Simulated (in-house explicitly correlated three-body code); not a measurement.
Computed with an exponentially correlated three-body code. Model: two electrons around a point charge, non-relativistic, variational in 260 exponentially correlated functions (energies converged to about 1e-7 hartree, or 1e-8 relative for large Z).

For this charge the correlation energy is taken as exact minus Hartree-Fock, from which it differs by microhartrees, and the kinetic parts follow from it.

For two electrons in a singlet the Kohn-Sham orbital is the square root of half the density, so the exact Kohn-Sham potential and energy parts follow from the density alone, and exchange is minus half the Hartree energy. The Kohn-Sham level equals minus the binding energy of the second electron.

Command:
```bash
python run_hyl.py task.json out
```
Settings (lengths in bohr, energies in hartree):
```
Z                      9.8
interaction_strength   1
functions              260
states_tried           13
```

Cost of the run: 18 s on 1 thread of AMD EPYC 9R45 96-Core Processor (Zen 5), on a shared host.

**Those bound S and P states to n = 4 that converged, binding against the one-electron ion.**

Given: nuclear charge 9.8.

Computed: one-electron threshold -48.02 hartree.

```csv
term,energy (hartree),binding (eV),quantum defect
1 1S,-90.0717892,1144.3,0.040433
2 3S,-58.2312438,277.86,0.05272
2 3P,-57.8876728,268.51,0.01911
2 1S,-57.8666856,267.94,0.017
2 1P,-57.6325951,261.57,-0.0069999
3 3S,-52.4696569,121.08,0.05012
3 3P,-52.3757044,118.52,0.018475
3 1S,?,?,?
3 1P,-52.3053852,116.61,-0.0058876
4 3S,?,?,?
4 3P,-50.4622545,66.457,0.018266
4 1S,-50.4617655,66.444,0.017868
4 1P,-50.433351,65.671,-0.0055064
```

Task: What belongs in the row 3 1S?

Result: energy (hartree): -52.3733035; binding (eV): 118.46; quantum defect: 0.017653.

Task: What belongs in the row 4 3S?

Result: energy (hartree): -50.5007947; binding (eV): 67.506; quantum defect: 0.049316.

**Converged states only, values per electron or pair.**

```
term  mean r (bohr)  mean r squared (bohr²)  mean inverse r (1/bohr)  mean r12 (bohr)  mean inverse r12 (1/bohr)  mean cosine  mean p1 dot p2 (bohr⁻²)  delta r1 (bohr⁻³)  delta r12 (bohr⁻³)
1 1S        0.15918                0.033957                   9.4875          0.23441                     5.8123    -0.013555                   1.1905             279.73              30.578
2 3S        0.40117                 0.26119                    6.031          0.67487                     1.7452   -0.0045729                 0.090892             165.39                   -
2 3P        0.35437                 0.20108                    6.012           0.5917                     2.0606    -0.072671                  -6.1196             148.67                   -
2 1S        0.41175                 0.27779                   6.0091          0.68839                     2.0457   -0.0070977                  0.10471             164.52              5.3606
2 1P        0.36277                 0.21221                   5.9952          0.58543                     2.2409     0.052634                   5.8994             150.05              1.4607
3 3S        0.81905                  1.2675                   5.3976           1.4958                    0.85309    -0.001532                 0.026768              154.3                   -
3 3P        0.77754                  1.1481                   5.3923           1.4151                    0.93722    -0.017462                   -1.423             149.52                   -
3 1S              ?                       ?                        ?                ?                          ?            ?                        ?                  ?                   ?
3 1P        0.78945                  1.1869                   5.3878           1.4338                    0.98951     0.012645                   1.4685             149.83             0.47179
4 3S         1.4074                  4.0002                   5.1786           2.6677                     0.4989  -0.00066698                 0.011229             151.67                   -
4 3P         1.3711                  3.8175                   5.1764            2.596                    0.53305   -0.0068792                 -0.55398             149.68                   -
4 1S              ?                       ?                        ?                ?                          ?            ?                        ?                  ?                   ?
4 1P         1.3868                  3.9107                   5.1746           2.6255                    0.55483    0.0049608                  0.58398              149.8             0.20405
```

Task: What belongs in the row 3 1S?

Result: mean r (bohr): 0.83446; mean r squared (bohr²): 1.3209; mean inverse r (1/bohr): 5.3918; mean r12 (bohr): 1.5248; mean inverse r12 (1/bohr): 0.93286; mean cosine: -0.0022733; mean p1 dot p2 (bohr⁻²): 0.033141; delta r1 (bohr⁻³): 154.11; delta r12 (bohr⁻³): 1.56.

Task: What belongs in the row 4 1S?

Result: mean r (bohr): 1.4279; mean r squared (bohr²): 4.1252; mean inverse r (1/bohr): 5.1763; mean r12 (bohr): 2.708; mean inverse r12 (1/bohr): 0.53114; mean cosine: -0.00098066; mean p1 dot p2 (bohr⁻²): 0.014283; delta r1 (bohr⁻³): 151.61; delta r12 (bohr⁻³): 0.65207.

**Functionals on the exact density and self-consistent, errors are functional minus exact, hybrids only self-consistent, a dash where a self-consistent run leaves the top level unbound.**

```csv
result,exchange error (millihartree),correlation error (millihartree),functional driven error (millihartree),density driven error (millihartree),self consistent total error (millihartree),top level plus exact binding (eV)
B3LYP VWN-RPA,-,-,-,-,56.179,46.196
r2SCAN0,-,-,-,-,-1.5348,38.811
PBEsol,367.88,-16.293,351.59,-1.4424,350.15,61.564
OLYP,30.596,-4.5434,26.053,-1.3068,24.746,57.789
HSE06,-,-,-,-,76.972,44.154
PBE0,-,-,-,-,83.699,43.78
BP86,44.137,-36.637,7.4995,-0.99004,6.5095,57.811
revTPSS,?,?,?,?,?,?
AM05,?,?,?,?,?,?
SCAN,-4.0397,1.6631,-2.3766,-0.31466,-2.6913,52.044
```

Task: What belongs in the row revTPSS?

Result: exchange error (millihartree): -3.071; correlation error (millihartree): -5.2124; functional driven error (millihartree): -8.2834; density driven error (millihartree): -0.24769; self consistent total error (millihartree): -8.5311; top level plus exact binding (eV): 53.28.

Task: What belongs in the row AM05?

Result: exchange error (millihartree): 646.74; correlation error (millihartree): -129.45; functional driven error (millihartree): 517.29; density driven error (millihartree): -1.7897; self consistent total error (millihartree): 515.5; top level plus exact binding (eV): 63.696.

**Density and exact potentials over r, pair density (one pair, times 4 pi r12^2) and exact minus Kohn-Sham pair density over r12.**

```
radius (bohr)  radial density (electrons/bohr)  exchange potential (hartree)  intracule density (1/bohr)  Coulomb hole against Kohn-Sham (1/bohr)  correlation potential (hartree)
       0.0431                           5.6375                       -8.7605                      0.6656                                 -0.04649                           -0.013
         0.05                           6.6382                       -8.5671                     0.86971                                 -0.05612                           -0.007
       0.0579                           7.6413                       -8.3353                      1.1217                                 -0.06593                                0
       0.0671                                ?                             ?                           ?                                        ?                                ?
       0.0777                           9.3987                       -7.7319                      1.7933                                 -0.08199                            0.012
       0.0901                           9.9629                       -7.3535                      2.2078                                 -0.08486                            0.017
        0.104                           10.175                       -6.9398                      2.6361                                 -0.08174                             0.02
        0.121                           9.9615                        -6.458                      3.0786                                 -0.07041                            0.021
         0.14                           9.2952                       -5.9579                      3.4418                                 -0.05122                             0.02
        0.162                           8.2064                       -5.4338                      3.6774                                 -0.02549                            0.017
        0.188                           6.7673                       -4.8894                      3.7185                                 0.003291                            0.013
        0.218                                ?                             ?                           ?                                        ?                                ?
        0.253                           3.6185                       -3.8365                      3.0591                                  0.04374                            0.006
        0.293                           2.2984                         -3.36                      2.4274                                  0.04627                            0.003
        0.339                           1.3055                       -2.9281                      1.7282                                  0.03792                            0.002
        0.393                          0.64288                       -2.5368                      1.0738                                  0.02408                            0.001
        0.456                           0.2689                       -2.1906                     0.56888                                  0.01125                            0.001
```

Task: What belongs in the row 0.0671?

Result: radial density (electrons/bohr): 8.5944; exchange potential (hartree): -8.057; intracule density (1/bohr): 1.4305; Coulomb hole against Kohn-Sham (1/bohr): -0.07507; correlation potential (hartree): 0.006.

Task: What belongs in the row 0.218?

Result: radial density (electrons/bohr): 5.1767; exchange potential (hartree): -4.3538; intracule density (1/bohr): 3.5134; Coulomb hole against Kohn-Sham (1/bohr): 0.02832; correlation potential (hartree): 0.009.

The density-driven part is never positive, since each functional's own density lowers its energy. Here it is small beside the functional-driven part (median ratio 0.04), the normal case.
